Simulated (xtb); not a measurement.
Pb(H)(SiH3) (H₄PbSi), SMILES [SiH3][PbH] (connectivity only; charge and spin as stated), neutral, multiplicity 1. All values are semi-empirical tight-binding results from xtb (GFN2-xTB unless named), good for trends rather than for accurate numbers. The structure is a stationary point at GFN2-xTB.

Optimised geometry:

Bond lengths (Å): Pb1–H2 1.833, Pb1–Si3 2.661, Si3–H4 1.462, Si3–H5 1.466, Si3–H6 1.471. Bond angles (°): H2–Pb1–Si3 92.6, Pb1–Si3–H4 116.5, Pb1–Si3–H5 114.5, Pb1–Si3–H6 115.1, H4–Si3–H5 103.8, H4–Si3–H6 102.7, H5–Si3–H6 102.4.
Charge 0, spin multiplicity 1.

For metal compounds this method's bond lengths and energies can be far off.

Computed properties:
- orbital gap: 1.66 eV
- zero-point energy: 17.5 kcal/mol
- G − E(el) at 298.15 K (modified RRHO): -1.7 kcal/mol

Computed atomic charges and the Wiberg bond orders between heavy atoms:
charges (e) Pb1 0.27, H2 -0.22, Si3 0.33, H4 -0.12, H5 -0.12, H6 -0.14. Bond orders Pb1–Si3 0.85.
